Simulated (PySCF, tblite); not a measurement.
Compound: C6H9NO2.
SMILES with atom numbers: `[CH3:1][C:2](=[O:3])[C@@H:4]1[CH2:5][C@H:6]1[NH:7][CH:8]=[O:9]` (hydrogens: H10, H11, H12 on C1; H13 on C4; H14, H15 on C5; H16 on C6; H17 on N7; H18 on C8)

Computed with GFN2-xTB (tblite), gas phase: Langevin dynamics at 600 K from the optimised GFN2-xTB geometry, time step 0.5 fs, friction 0.01 fs⁻¹, 2000 steps. Over the second half of the run the saved frames average 510 K.

Frame at 250 fs, instantaneous temperature 350 K:
```
atom  x, y, z in Å
C1      2.208   -0.095    1.471
C2      1.354    0.298    0.161
O3      1.687    1.203   -0.575
C4      0.093   -0.506   -0.016
C5      0.092   -1.292   -1.211
C6     -0.868   -0.096   -1.085
N7     -2.249   -0.519   -0.970
C8     -3.059   -0.312    0.062
O9     -2.840    0.273    1.107
H10     1.525   -0.549    2.183
H11     2.438    0.877    1.913
H12     3.034   -0.722    1.221
H13    -0.331   -0.801    0.862
H14     0.918   -1.316   -1.892
H15    -0.328   -2.298   -1.203
H16    -0.548    0.808   -1.414
H17    -2.673   -1.052   -1.820
H18    -4.034   -0.909   -0.117
```

Frame at 425 fs, instantaneous temperature 421 K:
```
atom  x, y, z in Å
C1      1.907   -0.034    2.003
C2      1.712   -0.048    0.500
O3      2.568    0.492   -0.191
C4      0.451   -0.831   -0.013
C5      0.469   -1.336   -1.515
C6     -0.622   -0.364   -1.002
N7     -1.883   -0.962   -0.688
C8     -2.457   -0.808    0.507
O9     -1.939   -0.244    1.472
H10     1.804    0.979    2.379
H11     2.894   -0.382    2.191
H12     1.157   -0.583    2.510
H13     0.072   -1.477    0.749
H14     1.313   -0.863   -2.070
H15     0.290   -2.363   -1.641
H16    -0.668    0.666   -1.374
H17    -2.320   -1.425   -1.490
H18    -3.576   -1.099    0.582
```

Frame at 625 fs, instantaneous temperature 614 K:
```
atom  x, y, z in Å
C1      1.552    0.275    1.971
C2      1.597   -0.278    0.503
O3      2.493   -0.194   -0.281
C4      0.245   -1.004    0.246
C5     -0.079   -1.483   -1.171
C6     -0.786   -0.413   -0.581
N7     -2.138   -0.522   -0.300
C8     -2.411   -0.084    0.948
O9     -1.739    0.626    1.625
H10     2.328    0.948    2.338
H11     1.331   -0.563    2.602
H12     0.616    0.801    1.975
H13    -0.044   -1.678    0.974
H14     0.719   -1.278   -1.857
H15    -0.489   -2.423   -1.348
H16    -0.497    0.575   -1.009
H17    -2.896   -1.076   -0.680
H18    -3.409   -0.430    1.456
```

Frame at 800 fs, instantaneous temperature 504 K:
```
atom  x, y, z in Å
C1      2.359   -0.249    1.601
C2      1.666   -0.280    0.182
O3      2.151    0.338   -0.723
C4      0.370   -1.072    0.179
C5     -0.087   -1.856   -1.027
C6     -0.864   -0.577   -0.575
N7     -2.080   -0.745    0.059
C8     -2.496    0.008    1.189
O9     -1.744    0.782    1.742
H10     2.664    0.797    1.858
H11     3.333   -0.820    1.539
H12     1.756   -0.661    2.376
H13     0.133   -1.514    1.102
H14     0.431   -1.982   -1.974
H15    -0.715   -2.721   -0.834
H16    -0.758    0.360   -1.081
H17    -2.799   -0.983   -0.598
H18    -3.481   -0.288    1.445
```

Frame at 1000 fs, instantaneous temperature 479 K:
```
atom  x, y, z in Å
C1      2.769   -0.127    1.182
C2      1.861    0.035    0.050
O3      2.216    0.706   -0.934
C4      0.726   -1.062    0.010
C5      0.203   -1.550   -1.262
C6     -0.702   -0.632   -0.401
N7     -1.795   -1.418    0.256
C8     -2.462   -0.642    1.261
O9     -2.399    0.517    1.497
H10     3.182   -1.109    1.055
H11     2.080   -0.225    2.056
H12     3.395    0.782    1.395
H13     0.799   -1.680    1.026
H14     0.548   -1.050   -2.139
H15     0.005   -2.593   -1.287
H16    -0.921    0.389   -0.649
H17    -1.333   -2.208    0.649
H18    -3.029   -1.428    1.851
```

**Question.** What do single points at PBE0/pcSseg-1 (PySCF, gas phase) give on these frames?

**Answer.** 
```tsv
t (fs)	GFN2-xTB E above start (eV)	DFT E above lowest frame (eV)	HOMO (eV)	LUMO (eV)	dipole (D)
250	1.13	0.42	-7.43	-0.70	4.32
425	0.78	0.03	-7.22	-0.72	4.14
625	1.14	0.48	-7.31	-0.38	4.29
800	0.78	0.00	-7.20	-0.62	4.34
1000	1.51	0.89	-7.12	-0.93	4.58
```

Both levels order the frames alike by energy; measured from each level's lowest frame they differ by 0.16 eV at most. The HOMO–LUMO gap runs from 6.19 to 6.93 eV. These are instantaneous structures, not minima.

**Question.** And the isotropic GIAO shieldings (ppm) from the same runs?

**Answer.** 
```
atom  250 fs  425 fs  625 fs  800 fs  1000 fs    mean  range
  C1   149.2   155.6   151.4   146.8    148.5   150.3    8.8
  C2   -30.7   -32.7   -17.1   -22.2    -39.9   -28.5   22.8
  O3  -306.8  -335.9  -288.1  -300.2   -365.1  -319.2   77.0
  C4   151.7   139.4   158.6   148.6    127.1   145.1   31.5
  C5   162.6   166.5   180.7   162.8    172.7   169.1   18.1
  C6   167.0   146.3   155.3   157.1    151.1   155.4   20.7
  N7   113.0   122.9   129.9   114.4     96.2   115.3   33.7
  C8    23.6    19.1    18.1    14.4     13.2    17.7   10.4
  O9   -91.5  -139.2  -137.1  -161.5   -147.7  -135.4   70.0
 H10    29.2    29.3    29.7    28.6     29.3    29.2    1.1
 H11    29.3    30.1    29.6    28.5     28.5    29.2    1.6
 H12    29.6    29.6    28.2    29.6     28.2    29.0    1.4
 H13    30.1    29.2    31.7    30.2     27.4    29.7    4.3
 H14    30.8    29.5    30.9    29.6     30.2    30.2    1.4
 H15    30.7    31.4    32.3    31.1     31.1    31.3    1.6
 H16    30.5    28.1    28.4    29.2     28.3    28.9    2.4
```

What follows is the cost of the whole dynamics run. Hardware: one thread, Arm Neoverse V1 (aarch64), shared host with 32 logical CPUs at a one-minute load of 9.6. Cost: 13 s wall, 0.18 GiB resident at most.
